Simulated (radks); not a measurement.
Values are calculated unless marked as measured or tabulated.
Mean orbital radii <r> (bohr) of the caesium ion Cs2+, [Kr] 4d10 5s2 5p5, at several levels of relativity; Dirac values are averaged over j with weights 2j + 1. Spin-unpolarised spherical Kohn-Sham, BLYP, point nucleus unless stated (finite: rms radius 4.8041 fm), a radial shooting solver on a logarithmic mesh with Libxc functionals. A level marked "c x" has the speed of light scaled by that factor and shares open shells by 2j + 1; other Dirac levels either fill j = l - 1/2 first or share by 2j + 1.

shell  non-rel.  scalar-rel., finite nucleus  Dirac, 2j+1 shares  Dirac, c x 3  change of magnitude, last against first (%)
1s      0.02763                      0.02611             0.02611       0.02746                                        -0.59
2s       0.1187                       0.1121              0.1117        0.1179                                        -0.64
2p       0.1010                      0.09820             0.09795        0.1006                                        -0.33
3s       0.3133                       0.2991              0.2987        0.3117                                        -0.50
3p       0.3034                       0.2970              0.2966        0.3027                                        -0.25
3d       0.2740                       0.2736              0.2736        0.2739                                        -0.02
4s       0.7245                       0.6946              0.6945        0.7213                                        -0.44
4p       0.7519                       0.7392              0.7388        0.7505                                        -0.19
4d       0.8306                       0.8357              0.8361        0.8312                                        +0.07
5s        1.772                        1.703               1.704         1.765                                        -0.41
5p        2.011                        1.991               1.991         2.008                                        -0.11
